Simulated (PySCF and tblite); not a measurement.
Values are calculated unless marked as measured or tabulated.
Stationary points of C₆H₆O at PBE0-D3(BJ)/def2-SVP, in Å:

Structure A

```
 1 C    -0.391    1.392   -0.174
 2 C     0.933    1.105   -0.161
 3 C     1.487   -0.199    0.153
 4 C     0.871   -1.369   -0.077
 5 O    -0.311   -1.474   -0.771
 6 C    -1.358   -0.887   -0.099
 7 C    -1.440    0.434    0.124
 8 H    -0.696    2.430   -0.333
 9 H     1.643    1.925   -0.309
10 H     2.470   -0.242    0.631
11 H     1.299   -2.332    0.225
12 H    -2.151   -1.586    0.190
13 H    -2.362    0.802    0.582
```

Structure B

```
 1 C    -0.378    1.424   -0.029
 2 C     0.933    1.141   -0.017
 3 C     1.523   -0.204    0.012
 4 C     0.932   -1.405    0.032
 5 O    -0.383   -1.769    0.031
 6 C    -1.430   -0.894    0.009
 7 C    -1.471    0.444   -0.016
 8 H    -0.681    2.474   -0.051
 9 H     1.643    1.971   -0.029
10 H     2.615   -0.253    0.019
11 H     1.542   -2.311    0.052
12 H    -2.360   -1.467    0.015
13 H    -2.486    0.850   -0.029
```

Geometries: PBE0-D3(BJ)/def2-SVP; energies: PBE0/pcSseg-1 + D3(BJ); zero-point and thermal terms from GFN2-xTB harmonic modes (soft modes blended into free rotors).

Question: Which structure is a saddle point, and along which motion?

Answer: B: one imaginary mode (66i cm⁻¹ at GFN2-xTB, mostly on O5, C3, C7), along the inversion of the 7-membered ring (1–2–3–4–5–6–7).

Question: Give their symmetry and energies above the lowest.

Answer: A Cs, 0.0 kcal/mol; B C2v, 3.6 kcal/mol.
